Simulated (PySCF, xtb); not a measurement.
Hf(OH)(NH2)3 (H₇HfN₃O), SMILES [NH2][Hf]([NH2])([NH2])[OH], multiplicity 1.

GFN2-xTB (xtb 6.7.1) at its own geometry gives an orbital gap of 2.91 eV and a dipole moment of 1.16 D.

Geometry: r2SCAN-D4/def2-SVP. The multiplicity is an assumed one; no other spin state was optimised. The structure was generated by enumeration; whether it is a known compound was not checked. The def2 effective core potentials stand for the cores of Hf; spin–orbit coupling is left out. The values are those of a single conformer.

What does PBE/def2-TZVP (PySCF) give? (Estimate from the structure and the level; the computed values follow.)

gap 4.73 eV (levels -5.28 and -0.54 eV), dipole 0.53 D.
